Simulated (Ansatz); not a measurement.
One change: `N[Si]N([SiH3])[SiH3]` becomes `[CH3][AlH][N]([SiH3])[SiH3]`.

Ansatz, PBE0-D4/def2-TZVP geometries, multiplicity 1. Each molecule was computed in one conformer, which needn't be the lowest.

```json
{"property": "LUMO energy (B3LYP/def2-TZVPP) / eV", "`N[Si]N([SiH3])[SiH3]`": "-1.13"}
{"property": "size of the dipole moment (ωB97M-V/def2-TZVPP) / D", "`N[Si]N([SiH3])[SiH3]`": "1.70"}
{"property": "LUMO energy (PBE/def2-TZVPP) / eV", "`N[Si]N([SiH3])[SiH3]`": "-1.77"}
{"property": "HOMO energy (PBE/def2-TZVPP) / eV", "`N[Si]N([SiH3])[SiH3]`": "-5.55"}
{"property": "HOMO energy (ωB97M-V/def2-TZVPP) / eV", "`N[Si]N([SiH3])[SiH3]`": "-8.75"}
{"property": "size of the dipole moment (PBE/def2-TZVPP) / D", "`N[Si]N([SiH3])[SiH3]`": "1.82"}
```

What does the change do to each property? (An estimate is asked.)

Computed: 
| property | `[CH3][AlH][N]([SiH3])[SiH3]` | shift |
| --- | --- | --- |
| LUMO energy (B3LYP/def2-TZVPP) / eV | -1.03 | 0.10 |
| size of the dipole moment (ωB97M-V/def2-TZVPP) / D | 1.06 | -0.64 |
| LUMO energy (PBE/def2-TZVPP) / eV | -1.60 | 0.17 |
| HOMO energy (PBE/def2-TZVPP) / eV | -6.47 | -0.92 |
| HOMO energy (ωB97M-V/def2-TZVPP) / eV | -9.98 | -1.23 |
| size of the dipole moment (PBE/def2-TZVPP) / D | 1.07 | -0.75 |

With PBE0 the HOMO falls by 1.11 eV and the LUMO rises by 0.14 eV, so the gap widens by about 1.25 eV. PBE moves the HOMO by -0.92 eV and ωB97M-V by -1.23 eV. Dipoles are sizes alone; their direction can turn.

B3LYP here is the variant with VWN-RPA as its local correlation; programs differ in this.
